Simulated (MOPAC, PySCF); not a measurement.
System: C4H2ISe, net charge 0, doublet state. SMILES: [c]1[se]ccc1I
Geometry: optimised at B3LYP-D3(BJ)/def2-TZVP (Ansatz).

Unscaled harmonic wavenumbers (cm⁻¹) in rising order, each level at the stationary point that it reaches from this structure (no distance between atoms moves by over 0.3 Å); the order of modes can differ between levels, and a negative number is imaginary. B3LYP-D3(BJ)/def2-TZVP (PySCF, at the structure above): 116, 169, 237, 374, 487, 522, 650, 687, 769, 828, 885, 1082, 1129, 1313, 1448, 1546, 3197, 3241.

PM6 (MOPAC): 133, 145, 236, 346, 477, 525, 675, 771, 810, 815, 925, 1082, 1181, 1264, 1583, 2553, 2746, 2757. Zero-point energy 27.2 against 26.7 kcal/mol; where all levels lie over 400 cm⁻¹, the wavenumbers are on average 1.050 times those of B3LYP-D3(BJ)/def2-TZVP.

PM7 (MOPAC): 140, 183, 258, 339, 446, 540, 618, 705, 812, 817, 980, 1079, 1234, 1296, 1687, 2510, 2754, 2766. Zero-point energy 27.4 against 26.7 kcal/mol; where all levels lie over 400 cm⁻¹, the wavenumbers are on average 1.047 times those of B3LYP-D3(BJ)/def2-TZVP.
